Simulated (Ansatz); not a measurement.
A run for Ansatz (a quantum-chemistry and plane-wave program): R-wB97X-V/def2-TZVPPD on HF (SMILES F) with ghost functions, monomers drawn apart or pushed together. Files ending in .json are basis or fitting sets from the Basis Set Exchange.

Ansatz 0.2 input:
```yaml
crystal:
  periodic: [false, false, false]
  atoms:
    - {symbol: F, position_ang: [-0.01249353, -0.08389304, -0.13913820]}
    - {symbol: H, position_ang: [0.15444039, 0.13382320, 0.75090877]}
basis:
  gaussian:
    orbitals: def2-TZVPPD.json
    ghost_atoms:
      - {symbol: Cl, position_ang: [-0.04172052, 0.63859434, 3.90958378]}
      - {symbol: H, position_ang: [-1.25638471, 0.22118379, 3.89075855]}
hamiltonian:
  xc: {name: wB97X-V}
scf: {lower_state_search: off}
```

**Question.** Give the final energy of this run.

**Answer.** -100.4565 hartree.
